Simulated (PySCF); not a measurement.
Radial density of Si³⁺ (silicon, charge +3)

UHF, [Ne] 3s1, 2S determinant. All numbers are calculated (PySCF 2.14, the spin-free X2C one-electron Hamiltonian (Gaussian nucleus), in x2c-QZVPPall).

| r (bohr) | 4πr²ρ (e/bohr) | 4πr²(ρα − ρβ) |
| --- | --- | --- |
| 0.00224 | 0.1185 | 0.0004 |
| 0.00377 | 0.3125 | 0.0012 |
| 0.00635 | 0.8028 | 0.0030 |
| 0.0107 | 1.970 | 0.0073 |
| 0.0180 | 4.470 | 0.0164 |
| 0.0302 | 8.879 | 0.0314 |
| 0.0508 | 14.09 | 0.0446 |
| 0.0855 | 15.60 | 0.0321 |
| 0.144 | 11.17 | 0.0001 |
| 0.242 | 10.43 | 0.0649 |
| 0.407 | 14.33 | 0.1467 |
| 0.684 | 8.198 | -0.0074 |
| 1.15 | 1.493 | 0.3801 |
| 1.94 | 0.6165 | 0.5999 |
| 3.26 | 0.07647 | 0.0765 |
| 5.48 | 0.0002257 | 0.0002 |

Densities and radii are taken from the X2C orbitals without a picture-change correction, which distorts them close to the nucleus.

**Question.** Where is the radial spin density 4πr²(ρα − ρβ) most negative, and why is it negative at all?

**Answer.** Around r = 0.684 bohr, down to -0.0074 e/bohr: exchange with the open shell polarises the paired shells in an unrestricted calculation.
